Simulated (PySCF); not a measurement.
SMILES C#Cc1ccccc1C=O, GFN2-xTB optimised geometry.

```
16

C     -2.11    -2.33     0.00
C     -1.43    -1.34     0.00
C     -0.68    -0.14     0.00
C     -1.37     1.08     0.00
C     -0.67     2.27     0.00
C      0.72     2.27     0.00
C      1.41     1.08     0.00
C      0.72    -0.14     0.00
C      1.48    -1.39     0.00
O      2.68    -1.48     0.00
H     -2.68    -3.21     0.00
H     -2.45     1.07     0.00
H     -1.21     3.21     0.00
H      1.26     3.21     0.00
H      2.49     1.05     0.00
H      0.84    -2.30     0.00
```

Density from PBE/def2-TZVP (PySCF) at that geometry.

Minimum of the electron density along straight lines between bonded atoms, close to the bond critical point (lines longer than 1.1 times the sum of covalent radii, or with two minima, are not listed):

| bond | length / Å | ρ at the minimum / e bohr⁻³ | ∇²ρ there / e bohr⁻⁵ | position (fraction from the first atom) |
|---|---|---|---|---|
| C1–C2 | 1.201 | 0.417 | -1.20 | 0.49 |
| C2–C3 | 1.415 | 0.294 | -0.82 | 0.52 |
| C3–C4 | 1.395 | 0.312 | -0.89 | 0.51 |
| C4–C5 | 1.382 | 0.320 | -0.92 | 0.50 |
| C5–C6 | 1.389 | 0.317 | -0.91 | 0.50 |
| C6–C7 | 1.380 | 0.321 | -0.93 | 0.50 |
| C3–C8 | 1.406 | 0.306 | -0.85 | 0.51 |
| C7–C8 | 1.395 | 0.313 | -0.89 | 0.50 |
| C8–C9 | 1.467 | 0.280 | -0.76 | 0.50 |
| C9–O10 | 1.206 | 0.422 | -0.09 | 0.34 |
| C1–H11 | 1.049 | 0.298 | -1.11 | 0.66 |
| C4–H12 | 1.080 | 0.287 | -1.01 | 0.65 |
| C5–H13 | 1.080 | 0.286 | -1.01 | 0.65 |
| C6–H14 | 1.080 | 0.287 | -1.01 | 0.65 |
| C7–H15 | 1.080 | 0.288 | -1.02 | 0.65 |
| C9–H16 | 1.107 | 0.278 | -0.96 | 0.65 |
